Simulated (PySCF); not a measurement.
# Relaxation of triplet TiHF

All numbers come from UPBE0/[Ti def2-TZVP, H def2-TZVP, F def2-TZVP], no relativity, density fitting, PySCF. A (50,194) grid was used.

A hand-made bent start, of Cs symmetry, held to at least that symmetry:

```xyz
3
charge 0 multiplicity 3, angstrom
Ti   -0.4376    0.0000   -0.3350
H    -1.8138    0.0000    0.6286
F     1.2007    0.0000    0.8122
```

(1) What forces act on the atoms at the start (eV/Å)?

(2) What does it relax to?

(3) How much energy is released, and in how many steps?

## Answers

(1) 
```csv
atom,Fx,Fy,Fz
Ti1,3.03,0.00,1.83
H2,-0.68,0.00,0.11
F3,-2.35,0.00,-1.95
```

(2) It ends at Cs with Ti–F 1.785 Å, Ti–H 1.752 Å; F–Ti–H 124.7° (after a last refinement on a finer grid). A frequency run shows a minimum. Other isomers or separated fragments may lie lower.

(3) 46.8 kJ/mol in 8 steps.

Open d and f shells are described by one determinant, and the ground state may have another occupation or spin.

The relaxation took 13 s on 2 threads of a shared Arm Neoverse V1 host, with 82 basis functions and 9 gradients; the process peaked at 0.48 GiB.
